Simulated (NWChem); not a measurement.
# CH3BrSi, singlet; SMILES C[Si]Br

```xyz
6

Si    -0.7754     1.1187     0.0000
Br     0.0565    -0.9945     0.0000
C      0.8710     2.0658     0.0000
H      0.7026     3.1547     0.0000
H      1.4749     1.7986    -0.8851
H      1.4749     1.7986     0.8851
```
Atoms are numbered in this order, from 1.

Computed with NWChem. Low-valent species are run as closed-shell singlets; no triplet was tried in these runs. Structure relaxed at the PBE0/def2-SVP level. Ions are spin-unrestricted doublets at the neutral geometry; other ion states weren't tried.

Problem. Predict the results for PBE/def2-SVP. Quantities: vertical ionisation energy, ΔSCF (eV); −ε(HOMO) (eV).

Solution. 
```
Item                                   Value
-------------------------------------  -----
vertical ionisation energy, ΔSCF (eV)   8.59
−ε(HOMO) (eV)                           5.54
```
